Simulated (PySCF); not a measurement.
PySCF 2.14 output of an unrestricted LDA calculation on a single atom or ion in x2c-QZVPPall, with the spin-free X2C one-electron Hamiltonian (Gaussian nucleus):

```
SCF conv_tol = 1e-09
number electrons alpha = 15  beta = 11
    P. A. M. Dirac.,  Math. Proc. Cambridge Philos. Soc. 26, 376 (1930)
    F. Bloch.,  Z. Phys. 57, 545 (1929)
    S. H. Vosko, L. Wilk, and M. Nusair.,  Can. J. Phys. 58, 1200 (1980)
cycle= 1 E= -1390.09674790126  delta_E= -0.0247  |g|= 0.198  |ddm|= 0.261
cycle= 2 E= -1390.08369788057  delta_E= 0.0131  |g|= 0.344  |ddm|= 0.219
cycle= 3 E= -1390.10391372888  delta_E= -0.0202  |g|= 0.0101  |ddm|= 0.125
cycle= 4 E= -1390.10393546798  delta_E= -2.17e-05  |g|= 0.0084  |ddm|= 0.0245
cycle= 5 E= -1390.10394726667  delta_E= -1.18e-05  |g|= 0.00238  |ddm|= 0.007
cycle= 6 E= -1390.10394821697  delta_E= -9.5e-07  |g|= 0.000535  |ddm|= 0.00115
cycle= 7 E= -1390.10394826212  delta_E= -4.52e-08  |g|= 4.81e-05  |ddm|= 0.000406
cycle= 8 E= -1390.10394826248  delta_E= -3.67e-10  |g|= 3.9e-06  |ddm|= 3.79e-05
converged SCF energy = -1390.10394826248  <S^2> = 6.0011853  2S+1 = 5.0004741
```

The run itself started from symmetry-adapted Hartree-Fock orbitals and held the occupation by maximum overlap, on a logarithmic radial grid, so the iterations belong to that start.

Question: Which element, charge and spin multiplicity is this?

Answer: Co+ (cobalt, charge +1), multiplicity 5; the state was [Ar] 3d7 4p1, one real determinant (an excited configuration).

⟨L²⟩ = 13.83 against 20 for a pure G term, so this real determinant mixes terms.
